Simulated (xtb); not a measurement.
xtb input (GFN2-xTB):

```bash
xtb mol.xyz --gfn 2 --ohess tight --chrg -1 --uhf 0
```
mol.xyz:
```
11

C      2.34747313    -0.27470865     0.57882137
Si     0.94273663    -0.22337686    -0.82942460
O     -0.33987627     0.53762674     0.21125210
Si    -1.88769695     0.02107716     0.31271764
H      2.32782445     0.61489186     1.18636215
H      2.12494247    -1.14990593     1.24235812
H      3.28754887    -0.46511483     0.10336040
H      1.47361746     1.15212953    -1.39449212
H     -2.09084195    -1.35643854     0.75365695
H     -2.65746780     0.20294511    -0.93309804
H     -2.57100901     0.85215862     1.38746398
```

End of the output:

```
       2     80.37    -1.15733 ( 86.97%)    -0.91557 ( 13.03%)    -1.12584
       3    112.75    -0.96032 ( 96.28%)    -0.81539 (  3.72%)    -0.95493
       4    143.06    -0.82365 ( 98.53%)    -0.74493 (  1.47%)    -0.82250
       5    217.76    -0.58964 ( 99.72%)    -0.62054 (  0.28%)    -0.58972
   ------------------------------------------------------------------------

   temp. (K)  partition function   enthalpy   heat capacity  entropy
                                   cal/mol     cal/K/mol   cal/K/mol   J/K/mol
 298.15  VIB   155.                 3045.864     18.652     19.652
         ROT  0.130E+06              888.752      2.981     26.381
         INT  0.201E+08             3934.616     21.633     46.033
         TR   0.843E+27             1481.254      4.968     39.427
         TOT                        5415.8701    26.6010    85.4602   357.5654

       T/K    H(0)-H(T)+PV         H(T)/Eh          T*S/Eh         G(T)/Eh
   ------------------------------------------------------------------------
    298.15    0.863074E-02    0.786420E-01    0.406049E-01    0.380371E-01
   ------------------------------------------------------------------------

         :::::::::::::::::::::::::::::::::::::::::::::::::::::
         ::                  THERMODYNAMIC                  ::
         :::::::::::::::::::::::::::::::::::::::::::::::::::::
         :: total free energy         -13.427135533583 Eh   ::
         ::.................................................::
         :: total energy              -13.465172657435 Eh   ::
         :: zero point energy           0.070011275342 Eh   ::
         :: G(RRHO) w/o ZPVE           -0.031974151490 Eh   ::
         :: G(RRHO) contrib.            0.038037123852 Eh   ::
         :::::::::::::::::::::::::::::::::::::::::::::::::::::

optimized geometry written to: xtbopt.xyz

           -------------------------------------------------
          | TOTAL ENERGY              -13.465172657435 Eh   |
          | TOTAL ENTHALPY            -13.386530643762 Eh   |
          | TOTAL FREE ENERGY         -13.427135533583 Eh   |
          | GRADIENT NORM               0.000081176817 Eh/α |
          | HOMO-LUMO GAP               2.974905893027 eV   |
           -------------------------------------------------

------------------------------------------------------------------------
------------------------------------------------------------------------
 total:
 SCF:
 ANC optimizer:
 analytical hessian:
```

It need not be the lowest isomer of its formula. Whether it binds its extra electron was not tested at this geometry.
